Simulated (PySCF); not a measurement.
## C₆ coefficients of unlike pairs at PBE

Calculated with PySCF 2.14 from the dipole response of each species, C₆(A,B) = (3/π) ∫ α_A(iu) α_B(iu) du, in atomic units, from isotropic polarisabilities. For ions this is the dispersion term alone; charge-induced terms of lower order in 1/R come first.

```tsv
species	configuration	basis	relativity	α (bohr³)	C₆ (like pair)
Ar⁺	[Ne] 3s2 3p5 (2P)	aug-cc-pCVQZ-DK (10s9p7d5f3g)	spin-free X2C	7.080	32.02
N⁺	[He] 2s2 2p2 (3P)	aug-cc-pCVTZ-DK with one added diffuse shell each of s, p, d, f type (8s7p5d3f)	spin-free X2C	3.915	8.500
Ga	[Ar] 3d10 4s2 4p1 (2P)	aug-cc-pVQZ-DK (8s7p5d3f2g)	spin-free X2C	63.74	533.3
Sb²⁺	[Kr] 4d10 5s2 5p1 (2P)	aug-cc-pwCVTZ-DK3 with one added diffuse shell each of s, p, d, f type (11s10p8d5f1g)	spin-free X2C	15.60	98.31
```

(1) Estimate C₆ for Sb²⁺ with Ar⁺.

No spin-orbit coupling is included.

The other pairs:

```
    pair     C₆
 N⁺, Ar⁺  16.48
 Ga, Ar⁺  106.8
Sb²⁺, Ga  205.5
Sb²⁺, N⁺  28.64
  Ga, N⁺  56.60
```

Results:

(1) The integral gives 55.20. The combination rule 2 C_A C_B / (C_A α_B/α_A + C_B α_A/α_B) gives 54.66 and the geometric mean 56.11.
